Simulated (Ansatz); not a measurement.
Species: CdS, net charge 0, singlet state. SMILES: [S]=[Cd]
Structure (B3LYP-D3(BJ)/def2-TZVP (Ansatz, a quantum-chemistry and plane-wave program) minimum search):
```xyz
2

Cd     0.0000     0.0000    -0.5671
S      0.0000     0.0000     1.7014
```

Give the harmonic wavenumbers at B3LYP-D3(BJ)/def2-TZVP (Ansatz, finite differences of forces, unscaled).

362 cm⁻¹. Zero-point energy 0.5 kcal/mol.

From these and the geometry, give the ideal-gas thermochemistry at 298.15 K and 1 atm (rigid rotor, harmonic oscillator).

Point group C∞v, rotational symmetry number 1. Rotational constants 3.937, 3.937 GHz. S(trans) 40.81, S(rot) 16.62, S(vib) 1.11, S(elec, spin only) 0.00, S 58.5 cal/(mol K). H(298) - H(0) 2.29 kcal/mol; G - E(el) -14.6 kcal/mol.
